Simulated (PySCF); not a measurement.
## How methods differ on the excitation energy of O

O [He] 2s2 2p4 (3P) → O [He] 2s1 2p5 (3P), as a difference of total energies. Computed with PySCF 2.14 in aug-cc-pVQZ-DK (6s5p4d3f2g, 80 functions), with scalar relativity by spin-free X2C-1e. Correlated levels: valence: 1s2 frozen. The calculations carry no spin-orbit coupling.

| method | excitation energy (eV) |
| --- | --- |
| UHF | 16.903 |
| LDA | 14.338 |
| PBE | 14.538 |
| PBE0 | 15.187 |
| r2SCAN | 15.189 |
| PW91 | 14.532 |
| BLYP | 14.466 |
| MN15 | 14.463 |
| revPBE | 14.583 |
| MP2 (valence) | 16.043 |
| SCS-MP2 (valence) | 15.980 |

How much does correlation contribute at MP2 (valence)?

16.043 − (16.903) = -0.860 eV, measured against UHF.

The upper state lies above the first ionisation limit, where it may autoionise and the basis confines it.
